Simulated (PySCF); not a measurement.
dichloro(silylmethyl)silane (CH₆Cl₂Si₂), SMILES [SiH3]C[SiH](Cl)Cl. Heavy atoms are numbered as in [SiH3:1][CH2:2][SiH:3]([Cl:4])[Cl:5]. Hydrogens are named by the atom that carries them.

Geometry optimised at PBE0-D3(BJ)/def2-SVP. A frequency run showed that this geometry is not a minimum. The values are those of a single conformer.

Method: PBE/pcSseg-1 run with PySCF.

GIAO shieldings, no solvent; atoms alike by connectivity are averaged. δ = σ(ref) − σ: ²⁹Si against TMS (σ = 335.4 ppm); ¹³C against TMS (σ = 182.0 ppm); ³⁵Cl against HCl (σ = 936.5 ppm); ¹H against TMS (σ = 31.49 ppm), references at their B3LYP-D3(BJ)/def2-TZVP geometries, non-relativistic (without spin–orbit terms, shifts of atoms bonded to Cl or Br come out too high).

```json
[
 {"atoms": "Si3 (SiH)", "nucleus": "²⁹Si", "count": "1", "δ (ppm)": "30.5"},
 {"atoms": "Si1 (SiH3)", "nucleus": "²⁹Si", "count": "1", "δ (ppm)": "___"},
 {"atoms": "C2 (CH2)", "nucleus": "¹³C", "count": "1", "δ (ppm)": "4.5"},
 {"atoms": "Cl4", "nucleus": "³⁵Cl", "count": "2", "δ (ppm)": "90.8"},
 {"atoms": "H on Si3", "nucleus": "¹H", "count": "1", "δ (ppm)": "___"},
 {"atoms": "H on Si1", "nucleus": "¹H", "count": "3", "δ (ppm)": "___"},
 {"atoms": "H on C2", "nucleus": "¹H", "count": "2", "δ (ppm)": "0.63"}
]
```

Problem. Some entries are withheld; supply them. (The exact figures need the calculation; the answer reports its results.)

Solution. 
- H on Si3, δ (ppm): 6.52
- H on Si1, δ (ppm): 4.46
- Si1 (SiH3), δ (ppm): -78.6
